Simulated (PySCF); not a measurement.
PbH₅⁻: breathing scan

Method: PBE0 in PySCF with Pb def2-TZVPD with ECP60, H def2-TZVPD; scalar-relativistic core potentials, no spin–orbit coupling; density-fitted integrals.

Rigid scan from the singlet minimum (Pb–H 1.819 Å (×3), Pb–H 1.964 Å (×2); H–Pb–H 90.0° (×6), H–Pb–H 120.0° (×3), H–Pb–H 180.0°). Coordinate: all bonds to the central atom scaled together. Energies in kJ/mol from the minimum.

(1) Predict the curve at 0.88, 0.92, 0.96, 1.00, 1.04, 1.08, 1.14, 1.22, 1.35.

Answers

(1) 
```json
{"scale of all bonds to the centre": "0.88", "E (kJ/mol)": "155.2"}
{"scale of all bonds to the centre": "0.92", "E (kJ/mol)": "61.7"}
{"scale of all bonds to the centre": "0.96", "E (kJ/mol)": "13.8"}
{"scale of all bonds to the centre": "1.00", "E (kJ/mol)": "0.0"}
{"scale of all bonds to the centre": "1.04", "E (kJ/mol)": "11.3"}
{"scale of all bonds to the centre": "1.08", "E (kJ/mol)": "40.9"}
{"scale of all bonds to the centre": "1.14", "E (kJ/mol)": "107.8"}
{"scale of all bonds to the centre": "1.22", "E (kJ/mol)": "219.7"}
{"scale of all bonds to the centre": "1.35", "E (kJ/mol)": "413.1"}
```

At long bonds a restricted determinant can lie too high, and another spin state can fall below this curve.

Spin–orbit coupling, left out here, can matter for elements this heavy.
